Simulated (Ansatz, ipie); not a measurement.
FLi (SMILES [Li][F]), multiplicity 1, with the Li1–F2 bond stretched and the rest rigid; cc-pVDZ, all electrons correlated; total energies in hartree.
Geometry at rest (charge 0, multiplicity 1):
```json
[
 {"atom": "Li", "x (Å)": "0.0000", "y (Å)": "0.0000", "z (Å)": "-1.1713"},
 {"atom": "F", "x (Å)": "0.0000", "y (Å)": "0.0000", "z (Å)": "0.3904"}
]
```

Phaseless AFQMC takes the named determinant as trial and start, 200 walkers, a time step of 0.005 inverse hartree and 400 blocks of 25 steps, of which the first fifth is dropped; its bars are rough statistical errors and leave out the phaseless and time-step bias. At long bonds its restricted trial need not be the state that the restricted coupled-cluster runs follow.

Programs: Ansatz (Gaussian orbitals); ipie for AFQMC. 

```
level               R = 1.56 Å          R = 2.03 Å          R = 2.50 Å          R = 3.12 Å          R = 4.06 Å
----------  ------------------  ------------------  ------------------  ------------------  ------------------
R-HF                 -106.9455           -106.9107           -106.8606           -106.8046           -106.7478
U-HF                 -106.9455           -106.9107           -106.8606           -106.8108           -106.8082
R-MP2                -107.1549           -107.1229           -107.0725           -107.0135           -106.9527
U-MP2                -107.1549           -107.1229           -107.0725           -106.9637           -106.9520
R-CCSD               -107.1549           -107.1225           -107.0723           -107.0148           -106.9601
U-CCSD(T)            -107.1577           -107.1257           -107.0758           -106.9549           -106.9669
R-CCSDT              -107.1578           -107.1259           -107.0761           -107.0189           -106.9701
R-CCSDT(Q)           -107.1583           -107.1265           -107.0769           -107.0203           -106.9804
AFQMC@RHF                    -                   -                   -                   -  -106.9783 ± 0.0043
AFQMC@UHF   -107.1677 ± 0.0021  -107.1463 ± 0.0041  -107.1015 ± 0.0031  -107.0460 ± 0.0039                   -
```

AFQMC runs whose block means still drift are left out.

Doubts at one or more of the structures used: a spin-contaminated determinant (U-HF/cc-pVDZ, U-MP2/cc-pVDZ, U-CCSD(T)/cc-pVDZ); T1 above 0.05 (R-CCSD/cc-pVDZ, U-CCSD(T)/cc-pVDZ, R-CCSDT/cc-pVDZ, R-CCSDT(Q)/cc-pVDZ); the program's own flag: other amplitudes (U-CCSD(T)/cc-pVDZ); other coupled-cluster roots lie near (R-CCSDT/cc-pVDZ, R-CCSDT(Q)/cc-pVDZ).

Ansatz is a first-principles code.
